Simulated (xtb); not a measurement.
C₂Cl₃ (SMILES Cl[C]=C(Cl)Cl), doublet, geometry from GFN2-xTB; GFN2-xTB in xtb.

Input for xtb:
```
$ xtb mol.xyz --gfn 2 --uhf 1 --etemp 1000 --json

# file mol.xyz
5

C     -0.01280289     0.20464514     1.02473773
C      0.00168582     0.32335442    -0.26381268
Cl    -0.02139799    -0.94010326     2.18439863
Cl     0.02057196    -1.07353155    -1.37258546
Cl     0.00474969     1.82728202    -1.08037495
```

What the program printed (banner, timings and long lists left out):

```
   ID    Z sym.   atoms
    1    6 C      1, 2
    2   17 Cl     3-5

           -------------------------------------------------
          |                Calculation Setup                |
           -------------------------------------------------

           -------------------------------------------------
          |                 G F N 2 - x T B                 |
           -------------------------------------------------

          ...................................................
          :                      SETUP                      :
          :.................................................:
          :  # basis functions                  38          :
          :  # atomic orbitals                  35          :
          :  # shells                           13          :
          :  # electrons                        29          :
          :  max. iterations                   250          :
          :  Hamiltonian                  GFN2-xTB          :
          :  restarted?                      false          :
          :  GBSA solvation                  false          :
          :  PC potential                    false          :
          :  electronic temp.         1000.0000000     K    :
          :  accuracy                    1.0000000          :
          :  -> integral cutoff          0.2500000E+02      :
          :  -> integral neglect         0.1000000E-07      :
          :  -> SCF convergence          0.1000000E-05 Eh   :
          :  -> wf. convergence          0.1000000E-03 e    :
          :  Broyden damping             0.4000000          :
          :  net charge                          0          :
          :  unpaired electrons                  1          :
          ...................................................

 iter      E             dE          RMSdq      gap      omega  full diag
   1    -17.8966656 -0.178967E+02  0.581E+00    3.74       0.0  T
   2    -17.9035547 -0.688907E-02  0.336E+00    3.57       1.0  T
   3    -17.9000916  0.346312E-02  0.129E+00    3.82       1.0  T
   4    -17.9041330 -0.404144E-02  0.458E-01    3.61       1.0  T
   5    -17.9047199 -0.586954E-03  0.202E-01    3.66       1.0  T
   6    -17.9048699 -0.149915E-03  0.101E-01    3.65       1.0  T
   7    -17.9048896 -0.197422E-04  0.539E-02    3.65       1.0  T
   8    -17.9048964 -0.678229E-05  0.286E-02    3.65       1.6  T
   9    -17.9048983 -0.190299E-05  0.122E-02    3.65       3.7  T
  10    -17.9048986 -0.306040E-06  0.838E-03    3.65       5.3  T
  11    -17.9048988 -0.214314E-06  0.345E-03    3.65      13.0  T
  12    -17.9048988 -0.247006E-07  0.259E-03    3.65      17.3  T
  13    -17.9048989 -0.256443E-07  0.114E-03    3.65      39.1  T
  14    -17.9048989 -0.302903E-08  0.156E-04    3.65     287.0  T
  15    -17.9048989 -0.277396E-10  0.120E-04    3.65     372.7  T

   *** convergence criteria satisfied after 15 iterations ***

         :::::::::::::::::::::::::::::::::::::::::::::::::::::
         ::                     SUMMARY                     ::
         :::::::::::::::::::::::::::::::::::::::::::::::::::::
         :: total energy             -17.820514458999 Eh    ::
         :: gradient norm              0.000517515272 Eh/a0 ::
         :: HOMO-LUMO gap              3.645637183370 eV    ::
         ::.................................................::
         :: SCC energy               -17.904897915524 Eh    ::
         :: -> isotropic ES            0.005295418802 Eh    ::
         :: -> anisotropic ES          0.000447274901 Eh    ::
         :: -> anisotropic XC          0.001169324680 Eh    ::
         :: -> dispersion             -0.004842380713 Eh    ::
         :: repulsion energy           0.084383456525 Eh    ::
         :: add. restraining           0.000000000000 Eh    ::
         :: total charge              -0.000000000000 e     ::
         :::::::::::::::::::::::::::::::::::::::::::::::::::::

[...]
         5        2.0000           -0.5969074             -16.2427
         6        2.0000           -0.5577663             -15.1776
         7        2.0000           -0.5472105             -14.8904
         8        2.0000           -0.5362930             -14.5933
         9        2.0000           -0.4956863             -13.4883
        10        2.0000           -0.4884866             -13.2924
        11        2.0000           -0.4539037             -12.3513
        12        2.0000           -0.4508667             -12.2687
        13        2.0000           -0.4415781             -12.0160
        14        1.9934           -0.4133963             -11.2491
        15        1.0066           -0.3816162             -10.3843 (HOMO)
        16                         -0.2476415              -6.7387 (LUMO)
        17                         -0.2066021              -5.6219
        18                         -0.1682318              -4.5778
        19                         -0.1062612              -2.8915
        20                         -0.0317735              -0.8646
        21                         -0.0317705              -0.8645
        22                         -0.0221978              -0.6040
        23                         -0.0137157              -0.3732
        24                         -0.0076856              -0.2091
        25                         -0.0076535              -0.2083
        26                         -0.0066458              -0.1808
       ...                                ...                  ...
        35                          0.7131232              19.4051
      -------------------------------------------------------------
                  HL-Gap            0.1339747 Eh            3.6456 eV
             Fermi-level           -0.3560674 Eh           -9.6891 eV

     #   Z          covCN         q      C6AA      α(0)
     1   6 C        1.960     0.005    30.951     8.984
     2   6 C        2.780     0.141    24.905     8.174
     3  17 Cl       0.914     0.052    97.629    15.116
     4  17 Cl       1.050    -0.118   102.860    15.516
     5  17 Cl       1.078    -0.080   101.668    15.426

 Mol. C6AA /au·bohr⁶  :       1652.645440
 Mol. C8AA /au·bohr⁸  :      63093.131002
 Mol. α(0) /au        :         63.217062

Wiberg/Mayer (AO) data.
largest (>0.10) Wiberg bond orders for each atom

 ---------------------------------------------------------------------------
     #   Z sym  total        # sym  WBO       # sym  WBO       # sym  WBO
 ---------------------------------------------------------------------------
     1   6 C    3.451 --     2 C    1.900     3 Cl   1.306     4 Cl   0.153
     2   6 C    3.884 --     1 C    1.900     5 Cl   1.004     4 Cl   0.875
                             3 Cl   0.105
     3  17 Cl   1.501 --     1 C    1.306     2 C    0.105
     4  17 Cl   1.128 --     2 C    0.875     1 C    0.153
     5  17 Cl   1.182 --     2 C    1.004
 ---------------------------------------------------------------------------

Topologies differ in total number of bonds
Writing topology from bond orders to xtbtopo.mol

molecular dipole:
                 x           y           z       tot (Debye)
 q only:       -0.007      -0.041       0.624
   full:       -0.005      -0.320       0.521       1.553
molecular quadrupole (traceless):
                xx          xy          yy          xz          yz          zz
 q only:        0.705       0.016      -1.129       0.006      -0.720       0.424
  q+dip:        0.095       0.022      -1.580      -0.011      -1.303       1.486
   full:       -0.184       0.015      -0.478      -0.005      -1.190       0.662

           -------------------------------------------------
          | TOTAL ENERGY              -17.820514458999 Eh   |
          | GRADIENT NORM               0.000517515272 Eh/α |
          | HOMO-LUMO GAP               3.645637183370 eV   |
           -------------------------------------------------

normal termination of xtb
```
